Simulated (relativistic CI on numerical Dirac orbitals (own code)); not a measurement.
**d6 in a ligand field**

Computed with a parametric ligand-field model of a d^n configuration (Racah B and C, spin-orbit zeta, crystal field), exact diagonalisation.

Field parameters in Wybourne normalisation: D4h B²₀ = −7Ds, B⁴₀ = 21(Dq − Dt), B⁴₄ = 21√(5/14) Dq; Oh B⁴₀ = 21Dq, B⁴₄ = √(5/14) B⁴₀; Td as Oh with Dq negative (B⁴₀ = 21Dq, B⁴₄ = √(5/14) B⁴₀). The field is a parameter set, without covalency.

(1) Ground term and bands for B = 300, C = 1180, ζ = 0 cm⁻¹, Oh, 10Dq = 3250 cm⁻¹?

(2) Ground term and bands for B = 490, C = 1960, ζ = 0 cm⁻¹, D4h, 10Dq = 12200, Ds = -1500, Dt = 60 cm⁻¹?

(3) Ground term and bands for B = 1010, C = 3740, ζ = 0 cm⁻¹, D4h, 10Dq = 24350, Ds = 3000, Dt = 650 cm⁻¹?

(4) Ground term and bands for B = 970, C = 4920, ζ = 0 cm⁻¹, Td, 10Dq = -2100 cm⁻¹?

(5) Ground term and bands for B = 750, C = 3780, ζ = 0 cm⁻¹, Oh, 10Dq = 4700 cm⁻¹?

Answers

(1) Ground term 5T2 with 2.00 electrons in the two orbitals of the cubic e set. Spin-allowed: 5E 3250 cm⁻¹ (3077 nm). Lowest spin-forbidden: 1A1 3403 cm⁻¹ (2939 nm), 3T1 3455 cm⁻¹ (2895 nm), 3T2 4707 cm⁻¹ (2125 nm).

(2) Ground term 1A1 with 0.06 electrons in the two orbitals of the cubic e set. Spin-allowed: 1E 9387 cm⁻¹ (1065 nm), 1A2 11072 cm⁻¹ (903 nm), 1E 15272 cm⁻¹ (655 nm), 1B2 18197 cm⁻¹ (550 nm). Lowest spin-forbidden: 5B2 3627 cm⁻¹ (2757 nm), 3E 4128 cm⁻¹ (2422 nm), 3A2 6547 cm⁻¹ (1527 nm).

(3) Ground term 1A1 with 0.07 electrons in the two orbitals of the cubic e set. Spin-allowed: 1E 14836 cm⁻¹ (674 nm), 1B2 20687 cm⁻¹ (483 nm), 1A2 22200 cm⁻¹ (450 nm), 1B1 30349 cm⁻¹ (330 nm). Lowest spin-forbidden: 3E 5633 cm⁻¹ (1775 nm), 3B2 5887 cm⁻¹ (1699 nm), 5E 6859 cm⁻¹ (1458 nm).

(4) Ground term 5E with 3.00 electrons in the two orbitals of the cubic e set. Spin-allowed: 5T2 2100 cm⁻¹. Lowest spin-forbidden: 3T1 23106 cm⁻¹ (433 nm), 3E 23885 cm⁻¹ (419 nm), 3T2 25022 cm⁻¹ (400 nm).

(5) Ground term 5T2 with 2.00 electrons in the two orbitals of the cubic e set. Spin-allowed: 5E 4700 cm⁻¹ (2128 nm). Lowest spin-forbidden: 3T1 15383 cm⁻¹ (650 nm), 3T2 17258 cm⁻¹ (579 nm), 3T1 19024 cm⁻¹ (526 nm).
